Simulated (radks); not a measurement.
Results of a calculation; reference values are marked as such.
Effect of the nuclear size on the chromium ion Cr15+, [He] 2s2 2p5. Code: a radial shooting solver on a logarithmic mesh with Libxc functionals. Model: Dirac Kohn-Sham, exchange-only LDA, spin-unpolarised, spherical densities, finite nucleus; open shells are shared between the two j in proportion to 2j + 1; Fermi nuclear charge, rms radius 3.6452 fm. The rms radius is varied about that value; shifts are against it.

[
 {"rms radius (fm)": "3.0875", "total energy shift (eV)": "-0.0206", "density at nucleus (e/bohr^3)": "1.138e+04", "1s1/2 shift (meV)": "-8.83", "2s1/2 shift (meV)": "-0.834", "2p1/2 shift (meV)": "0.080", "2p3/2 shift (meV)": "0.083", "3s1/2 (empty) shift (meV)": "-0.196"},
 {"rms radius (fm)": "3.4885", "total energy shift (eV)": "-0.00613", "density at nucleus (e/bohr^3)": "1.133e+04", "1s1/2 shift (meV)": "-2.62", "2s1/2 shift (meV)": "-0.248", "2p1/2 shift (meV)": "0.024", "2p3/2 shift (meV)": "0.025", "3s1/2 (empty) shift (meV)": "-0.058"},
 {"rms radius (fm)": "3.6452", "total energy shift (eV)": "0", "density at nucleus (e/bohr^3)": "1.131e+04", "1s1/2 shift (meV)": "0.000", "2s1/2 shift (meV)": "0.000", "2p1/2 shift (meV)": "0.000", "2p3/2 shift (meV)": "0.000", "3s1/2 (empty) shift (meV)": "0.000"},
 {"rms radius (fm)": "3.8457", "total energy shift (eV)": "0.00823", "density at nucleus (e/bohr^3)": "1.129e+04", "1s1/2 shift (meV)": "3.52", "2s1/2 shift (meV)": "0.332", "2p1/2 shift (meV)": "-0.032", "2p3/2 shift (meV)": "-0.033", "3s1/2 (empty) shift (meV)": "0.078"},
 {"rms radius (fm)": "4.5456", "total energy shift (eV)": "0.0403", "density at nucleus (e/bohr^3)": "1.122e+04", "1s1/2 shift (meV)": "17.2", "2s1/2 shift (meV)": "1.63", "2p1/2 shift (meV)": "-0.157", "2p3/2 shift (meV)": "-0.161", "3s1/2 (empty) shift (meV)": "0.382"}
]

Slopes of the eigenvalues against <r^2> in GHz/fm^2, as finite differences over the two radii next to the reference (eigenvalue slopes, not the field-shift constants of lines): 1s1/2 567, 2s1/2 53.5, 2p1/2 -5.16, 2p3/2 -5.30, 3s1/2 (empty) 12.6.
